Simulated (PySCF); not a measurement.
C3H9Si, SMILES [Si](C)(C)C, multiplicity 2.

Geometry optimised at B3LYP-D3(BJ)/def2-SVP. The isomer is the one that the SMILES or the coordinates give; other isomers of the formula were not compared.

Two levels are set side by side: PBE/def2-TZVP (PySCF) and B3LYP/def2-TZVP (PySCF). Same geometry, gas phase. Differences are taken from unrounded values.

```json
[
 {"quantity": "α-spin orbital gap (eV)", "B3LYP": "5.75", "PBE": "4.45", "PBE minus B3LYP": "-1.29"},
 {"quantity": "β-spin orbital gap (eV)", "B3LYP": "6.32", "PBE": "4.76", "PBE minus B3LYP": "-1.55"},
 {"quantity": "dipole moment (D)", "B3LYP": "0.59", "PBE": "0.69", "PBE minus B3LYP": "0.10"},
 {"quantity": "mean polarisability (bohr³)", "B3LYP": "68.0", "PBE": "69.8", "PBE minus B3LYP": "1.8"}
]
```

Rough cost on one machine, each run with all the roots and properties that it gave: B3LYP against PBE within a factor of 2.
